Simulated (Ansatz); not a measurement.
Consider the formal exchange of groups at the Si–C bond: `OC[SiH2][SiH3]` + `BC=C` → `B[SiH2][SiH3]` + `C=CCO`.

Gas-phase electronic energies from Ansatz, PBE0-D4/def2-TZVP geometries. CCSD(T)/CBS adds triple-zeta CCSD(T) − MP2 to the extrapolated MP2 energy (def2 sets, frozen cores). Functionals use def2-TZVPP. Each species was taken in one conformer, which may not be the lowest.

```tsv
level	ΔE (eV)
ωB97X-V	0.38
ωB97M-V	0.43
B2PLYP	0.43
CCSD(T)/def2-TZVPP	0.37
HF/def2-QZVPP	0.42
MP2/def2-QZVPP	0.44
SCS-MP2/def2-QZVPP	0.44
HF/CBS(def2)	0.42
```

Question: What does CCSD(T)/CBS give? (An estimate is asked.)

Answer: Ansatz gave: +0.39 eV. The listed levels differ from it by -0.01, 0.04, 0.04, -0.02, 0.03, 0.05, 0.05, 0.03 eV.

Largest T1 diagnostic among the species: 0.014.
